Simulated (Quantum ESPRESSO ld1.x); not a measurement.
The numbers below are computed, except where a source is named.
Orbital energies (hartree) of the lanthanum ion La53+, [He] 2s2: non-relativistic, with first-order perturbation theory as ld1.x prints it (mass-velocity, Darwin and spin-orbit terms), and from the self-consistent Dirac equation with open shells shared by 2j + 1. Spin-unpolarised spherical Kohn-Sham, PBEsol, point nucleus, ld1.x of Quantum ESPRESSO 7.5.

| orbital | non-rel. | first order | Dirac |
|---|---|---|---|
| 1s1/2 | -1552.38 | -1621.44 | -1624.12 |
| 2s1/2 | -372.172 | -392.390 | -393.682 |
| 2p1/2 (empty) | -367.495 | -387.143 | -388.267 |
| 2p3/2 (empty) | -367.495 | -371.379 | -370.657 |
| 3s1/2 (empty) | -162.130 | -169.076 | -169.480 |

First order keeps the non-relativistic potential frozen, so it lacks the indirect effect: the contracted s and p shells screen the nucleus better and push d and f levels up in the self-consistent Dirac solution.
